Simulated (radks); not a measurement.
Polarisability of the tin ion Sn+, [Kr] 4d10 5s2 5p1, at imaginary frequency. Calculated with a radial shooting solver on a logarithmic mesh with Libxc functionals: non-relativistic Kohn-Sham, LB94 model potential, spin-polarised, spherical densities, point nucleus; open shells are filled with parallel spins first (spin-orbit coupling, left out, can overturn this in heavy ions); relativity is left out, which matters for an element this heavy. Response by self-consistent Sternheimer equations with the Hartree and adiabatic LDA kernel.

| w (hartree) | alpha1(iw) (bohr^3) |
|---|---|
| 0.00266 | 24.56 |
| 0.0143 | 24.52 |
| 0.0360 | 24.30 |
| 0.0697 | 23.62 |
| 0.118 | 22.08 |
| 0.186 | 19.31 |
| 0.280 | 15.45 |
| 0.413 | 11.26 |
| 0.605 | 7.624 |
| 0.892 | 4.947 |
| 1.35 | 3.112 |
| 2.12 | 1.833 |
| 3.59 | 0.9166 |
| 6.94 | 0.3347 |
| 17.5 | 0.07407 |

Static values: alpha1 = 24.56 bohr^3 (3.639 angstrom^3; uncoupled 42.80). C6 = 181.9, triple-dipole C9 = 3117 atomic units. One-pole (London) frequency 4 C6 / (3 alpha1^2) = 0.402 hartree, against 0.553 for minus the highest occupied eigenvalue.
